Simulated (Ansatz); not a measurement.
Species: CH$_{2}$NO (charge 0, doublet). It need not be the lowest isomer of its formula. SMILES: C(=O)[NH]
Coordinates optimised at B3LYP-D3(BJ)/def2-TZVP (Ansatz, a program for electronic structure):
```xyz
5

N     -1.0751     0.2382     0.4330
C      0.2324     0.2799    -0.0236
O      0.9015    -0.6695    -0.3339
H     -1.7188     0.6912    -0.2242
H      0.6374     1.3183     0.0057
```
Charge 0, spin multiplicity 2.

Property: vertical electron affinity (to the singlet state of charge -1; a negative value means that the extra electron is unbound and the number depends on the basis; each state is the SCF solution reached for its spin), in eV. Valence correlation only, unless marked. Open shells are spin-unrestricted. No spin-orbit coupling. Non-relativistic. Anions need diffuse functions: aug- sets have them; def2-D sets add few. CBS(X,Y): correlation extrapolated as X^-3; Hartree-Fock from the larger set. The bracket is a focal-point correction in the basis named.

| level | program | vertical electron affinity (eV) |
|---|---|---|
| B3LYP/def2-TZVPD | Ansatz | 1.85 |
| wB97X-V/def2-TZVPD | Ansatz | 1.75 |
| B2PLYP/def2-TZVPD | Ansatz | 1.81 |
| SCS-MP2/aug-cc-pVDZ | Ansatz | 1.78 |
| CCSD/aug-cc-pVTZ | Ansatz | ___ |
| RI-MP2/CBS(aug-cc-pVTZ,aug-cc-pVQZ)+[CCSD(T)-MP2]/aug-cc-pVTZ | Ansatz | ___ |

### Question
Complete the blanks.

### Answer

- CCSD/aug-cc-pVTZ, vertical electron affinity (eV): 1.69
- RI-MP2/CBS(aug-cc-pVTZ,aug-cc-pVQZ)+[CCSD(T)-MP2]/aug-cc-pVTZ, vertical electron affinity (eV): 1.94
